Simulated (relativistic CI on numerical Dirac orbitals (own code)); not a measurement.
Ni²⁺: M2,3 absorption edge

Computed with this model: Dirac-Coulomb-Breit CI, KLI orbitals optimised for each configuration, model QED, valence Slater integrals scaled by 0.7, multiplet model of core-to-valence dipole absorption; configurations [Ar] 3d8 → [Ne] 3s2 3p5 3d9; 80 K; Lorentzian 0.48 eV and Gaussian 0.3 eV FWHM. Energies are those of the free ion, without screening or charge transfer. The branching ratio is the share of the lower-energy edge in the whole absorption, uncertain by about 0.02 where the edges overlap. S is read from ⟨S²⟩ = S(S + 1).

Field parameters in Wybourne normalisation: Td as Oh with Dq negative (B⁴₀ = 21Dq, B⁴₄ = √(5/14) B⁴₀). The field is a parameter set, without covalency.

free ion: ground-state S = 1.00, centroid 70.20 eV. Peaks (eV, height): 67.3 (52), 68.1 (17), 71.9 (100).

Td, 10Dq = -1450 cm⁻¹: ground-state S = 1.00, centroid 70.26 eV. Peaks (eV, height): 67.4 (55), 68.2 (17), 72.0 (100).

Td, 10Dq = -3250 cm⁻¹: ground-state S = 1.00, centroid 70.33 eV. Peaks (eV, height): 67.6 (60), 72.1 (100).

Td, 10Dq = -5050 cm⁻¹: ground-state S = 1.00, centroid 70.41 eV. Peaks (eV, height): 67.7 (65), 72.2 (100).

Td, 10Dq = -6900 cm⁻¹: ground-state S = 1.00, centroid 70.50 eV. Peaks (eV, height): 67.9 (70), 72.3 (100).

Td, 10Dq = -8700 cm⁻¹: ground-state S = 1.00, centroid 70.58 eV. Peaks (eV, height): 68.0 (75), 72.4 (100).

Strongest unbroadened transitions for Td, 10Dq = -8700 cm⁻¹:

```
Energy (eV)  Relative strength
      68.03               74.8
      68.82                6.1
      71.87                0.7
      72.40              100.0
      73.51                5.1
      77.60                0.3
      78.98                0.2
```
